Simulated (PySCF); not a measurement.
Input file for PySCF: R-HF/STO-3G on CH5InO (SMILES [CH3][InH][OH]), a point of a torsion scan.

```python
from pyscf import gto, scf, dft, mp
from pyscf.data.elements import chemcore

mol = gto.M(
    atom='''
    C    -1.41870227   -0.27229811    0.15396965
    In    0.36906511    1.01310219    0.22999973
    O     0.60899354    1.88791010   -1.49579079
    H    -1.38633321   -0.73268813   -0.83051029
    H    -2.29142358    0.37153762    0.22966224
    H    -1.43361443   -1.02518948    0.93615803
    H     1.57209064    1.42534266    1.41081225
    H     1.31302548    2.50884178   -1.67038878
    ''',
    basis='sto-3g',
    charge=0, spin=0, verbose=3, max_memory=1800)
mf = scf.RHF(mol)
mf.conv_tol = 1e-8
mf.max_cycle = 100
mf.kernel()
if not mf.converged:
    mf = mf.newton().run(mf.mo_coeff, mf.mo_occ)
```

Task: Predict the final total energy.

Result: -5797.0289 hartree.
